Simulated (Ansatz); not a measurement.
Stretching the Si1–H4 bond in F2H2Si (SMILES F[SiH2]F) (multiplicity 1 held, fragments rigid). Energies count from the point at 1.470 Å.
Geometry at that point (charge 0, multiplicity 1):
```csv
atom,x (Å),y (Å),z (Å)
Si,0.2240,-0.1459,0.3605
F,-0.8952,-0.9509,-0.4350
F,0.4091,1.2675,-0.3474
H,1.4898,-0.8862,0.2617
H,-0.2505,0.0788,1.7333
```

Signs of static correlation in cc-pV(D+d)Z, with CASSCF(2,2), from Ansatz (a program for electronic structure) runs.

```tsv
R (Å)	T1 of restricted CCSD	⟨S²⟩ of UHF	largest double amplitude of restricted CCSD	weight of the CASSCF reference in MRCISD	CASSCF natural occupations
1.176	0.012	0.000	0.031	0.912	1.99 0.01
1.323	0.012	0.000	0.032	0.912	1.99 0.01
1.470	0.012	0.000	0.033	0.912	1.98 0.02
1.617	0.012	0.000	0.041	0.913	1.97 0.03
1.764	0.012	0.000	0.053	0.913	1.96 0.04
1.984	0.013	0.000	0.116	0.913	1.93 0.07
2.205	0.014	0.161	___	0.913	1.89 0.11
2.572	0.018	0.691	0.282	0.914	1.77 0.23
2.939	___	0.887	0.414	0.914	1.60 0.40
3.380	0.034	0.968	0.579	0.914	1.38 0.62
3.968	0.043	0.997	0.755	0.914	1.17 0.83
4.703	0.047	1.003	0.873	0.914	1.06 0.94
```

### Question
What belongs in the gaps?

### Answer

- 2.205, largest double amplitude of restricted CCSD: 0.172
- 2.939, T1 of restricted CCSD: 0.024

Doubts at one or more of the structures used: a restricted determinant that unrestricted orbitals would lower (R-CCSD(T)/cc-pV(D+d)Z); other coupled-cluster roots lie near (R-CCSD(T)/cc-pV(D+d)Z); a spin-contaminated determinant (U-CCSD(T)/cc-pV(D+d)Z); T1 above 0.05 (U-CCSD(T)/cc-pV(D+d)Z).
